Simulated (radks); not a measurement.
Results of a calculation; reference values are marked as such.
Question: Code: a radial shooting solver on a logarithmic mesh with Libxc functionals. Model: scalar-relativistic Kohn-Sham, PBE, spin-polarised, spherical densities, finite nucleus; open shells are filled with parallel spins first; Fermi nuclear charge, rms radius of each element as measured or else 0.836 A^(1/3) + 0.57 fm. Each species is in its NIST ground configuration. Rank O4+, Ne4+, F4+, C4+, N4+ by mean radius of the outermost orbital (bohr), largest first.

Answer: N4+ 1.05, O4+ 0.931, F4+ 0.843, Ne4+ 0.772, C4+ 0.268.
